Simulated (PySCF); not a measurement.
**Spectroscopy problems**

In vacuum, one conformer, relativity neglected, fast rotation and ring inversion assumed for equivalent nuclei. Shieldings: GIAO PBE0/pcSseg-1; structure optimised with GFN2-xTB; PySCF.

References, each an isolated molecule treated in the same way: ¹H, ¹³C vs TMS. Splittings of carbon signals by F and P are missing where no couplings were computed. Where no couplings were computed, multiplicities follow the n + 1 count of equivalent neighbours, and m marks all less simple cases (inequivalent or close neighbours, rings, F or P nearby). Acid and N–H amide carbonyl carbons lie up to 10 ppm further downfield in solution (hydrogen bonding). Shifts are as computed. Against solution values, carbons near 30 ppm lie about +3 ppm off and those near 130 ppm about +5 ppm. Of 1211 compounds with measured shifts, 218 miss one by over three times the rms of a fit or turn the order of signals round; such compounds aren't used in these exercises. OH and NH positions are gas-phase values without hydrogen bonding to other molecules.

(1) C$_{8}$H$_{5}$F$_{3}$O$_{2}$. ¹H NMR (400 MHz, computed): δ 8.33 (d, 1H), 8.16 (m, 1H), 7.96 (m, 1H), 7.94 (m, 1H), 6.79 (br s, 1H). ¹³C{¹H} NMR (computed): δ 172.8 (C), 138.5 (CH), 137.5 (CH), 137.3 (CH), 136.7 (C), 136.2 (C), 133.3 (C), 132.6 (CH). What is it?

(2) C$_{4}$H$_{14}$N$_{2}$Si. ¹H NMR (400 MHz, computed): δ 4.75 (s, 3H), 1.99 (br s, 1H), 1.83 (br s, 1H), 1.07 (s, 9H). ¹³C{¹H} NMR (computed): δ 57.1 (C), 28.6 (CH3). Give a structure.

## Answers

(1) 2-(trifluoromethyl)benzoic acid. The formula gives 5 degrees of unsaturation (1 ring in the answer). 8 carbon signals for 8 carbons: no two carbons are equivalent. Carbon types of the structure: 4 × C, 4 × CH, leaving 1 H on heteroatoms. δC 172.8: carboxylic acid carbon; lone-pair donation from the attached heteroatom keeps it upfield of a ketone carbonyl. δC 138.5, 137.5, 137.3, 132.6: aromatic CH; the aromatic region. δC 136.7, 136.2: substituted aromatic carbon. δC 133.3: CF3 carbon; 3 electronegative neighbours deshield it.

The data come from this structure; uniqueness wasn't tested.

(2) SMILES N(NC(C)(C)C)[SiH3]. Rings plus π bonds: 0. 2 carbon signals for 4 carbons: some carbons are equivalent by symmetry or fast rotation. Carbon types of the structure: 1 × C, 3 × CH3, leaving 5 H on heteroatoms. δC 57.1: fully substituted sp3 carbon bonded to N; pulled downfield by the heteroatom. δC 28.6: methyl carbon; saturated and bonded to C and H only. δH 1.99, 1.83: hydrogen on a nitrogen bonded to O or N; exchangeable, gas-phase position. δH 1.07: hydrogen on a methyl carbon.

The shifts were computed for this structure.
